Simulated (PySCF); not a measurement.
# C₆ coefficients of unlike pairs at PBE

Calculated with PySCF 2.14 from the dipole response of each species, C₆(A,B) = (3/π) ∫ α_A(iu) α_B(iu) du, in atomic units, from isotropic polarisabilities. For ions this is the dispersion term alone; charge-induced terms of lower order in 1/R come first.

| species | configuration | basis | relativity | α (bohr³) | C₆ (like pair) |
| --- | --- | --- | --- | --- | --- |
| Al³⁺ | [Ne] (1S) | aug-cc-pV(Q+d)Z with one added diffuse shell each of s, p, d, f, g type (8s7p6d4f3g) | none | 0.2621 | 0.2261 |
| Sc³⁺ | [Ar] (1S) | dyall-av2z (16s12p7d2f) | none | 2.139 | 5.656 |
| Te²⁺ | [Kr] 4d10 5s2 5p2 (3P) | aug-cc-pVQZ-PP with one added diffuse shell each of s, p, d, f, g type with ECP28MDF (8s8p6d4f3g) | core potential | 14.88 | 97.11 |
| Ga³⁺ | [Ar] 3d10 (1S) | x2c-TZVPPall with one added diffuse shell each of s, p, d type (7s6p5d1f) | spin-free X2C | 1.111 | 1.330 |

(1) Estimate C₆ for Ga³⁺ with Al³⁺.

No spin-orbit coupling is included.

The other pairs:

```json
{"pair": "Te²⁺, Al³⁺", "C₆": "3.276"}
{"pair": "Ga³⁺, Sc³⁺", "C₆": "2.740"}
{"pair": "Sc³⁺, Al³⁺", "C₆": "1.018"}
{"pair": "Te²⁺, Sc³⁺", "C₆": "21.22"}
{"pair": "Ga³⁺, Te²⁺", "C₆": "10.49"}
```

Answers

(1) The integral gives 0.4872. The combination rule 2 C_A C_B / (C_A α_B/α_A + C_B α_A/α_B) gives 0.4728 and the geometric mean 0.5484.
